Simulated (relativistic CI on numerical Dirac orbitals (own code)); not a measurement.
# Magnetism of Fe²⁺, 3d6, in a crystal field

Calculated by Dirac-Coulomb-Breit CI, orbitals from a KLI potential per configuration, a model potential for QED, one configuration in a parametric crystal field, unscaled Slater integrals (own radial code). With so little scaling, terms lie 10 to 35 % too far apart, which can change the order of excited levels.

Field parameters in Wybourne normalisation: D4h B²₀ = −7Ds, B⁴₀ = 21(Dq − Dt), B⁴₄ = 21√(5/14) Dq. The field is a parameter set, without covalency.

S is read from ⟨S²⟩ = S(S + 1).

Powder χT (cm³ K mol⁻¹) by Van Vleck's formula, with temperature-independent terms:

| Field | 2 K | 5 K | 10 K | 20 K | 50 K | 100 K | 200 K | 300 K |
| --- | --- | --- | --- | --- | --- | --- | --- | --- |
| D4h, 10Dq = 17900, Ds = -1500, Dt = -340 cm⁻¹ | 0.000595 | 0.00149 | 0.00297 | 0.00595 | 0.0149 | 0.0309 | 0.189 | 0.633 |
| D4h, 10Dq = 17900, Ds = -1090, Dt = -340 cm⁻¹ | 0.000537 | 0.00134 | 0.00268 | 0.00537 | 0.0134 | 0.0268 | 0.0541 | 0.0959 |
| D4h, 10Dq = 17900, Ds = -680, Dt = -340 cm⁻¹ | 0.000532 | 0.00133 | 0.00266 | 0.00532 | 0.0133 | 0.0266 | 0.0532 | 0.0804 |
| D4h, 10Dq = 17900, Ds = -270, Dt = -340 cm⁻¹ | 0.000531 | 0.00133 | 0.00266 | 0.00531 | 0.0133 | 0.0266 | 0.0531 | 0.0809 |
| D4h, 10Dq = 17900, Ds = 140, Dt = -340 cm⁻¹ | 0.000533 | 0.00133 | 0.00266 | 0.00533 | 0.0133 | 0.0266 | 0.0534 | 0.088 |
| D4h, 10Dq = 17900, Ds = 550, Dt = -340 cm⁻¹ | 0.000538 | 0.00135 | 0.00269 | 0.00538 | 0.0135 | 0.0269 | 0.0564 | 0.135 |
| D4h, 10Dq = 17900, Ds = 950, Dt = -340 cm⁻¹ | 0.000556 | 0.00139 | 0.00278 | 0.00556 | 0.0139 | 0.0279 | 0.0975 | 0.409 |
| D4h, 10Dq = 17900, Ds = 1360, Dt = -340 cm⁻¹ | 0.000642 | 0.00161 | 0.00321 | 0.00642 | 0.0161 | 0.0574 | 0.668 | 1.51 |

Question: For D4h, 10Dq = 17900, Ds = 140, Dt = -340 cm⁻¹: what effective moment follows at 300 K?

Answer: μ_eff = √(8χT) = 0.84 μB. The ground level has S = 0.03; the spin-only moment for S = 0 is 0.00 μB. The difference comes from the orbital moment, spin-orbit mixing of terms and temperature-independent paramagnetism, all larger in this ionic model than in covalent complexes. The ground level is a non-magnetic singlet, so χT starts at zero and rises through temperature-independent paramagnetism and the filling of excited levels.
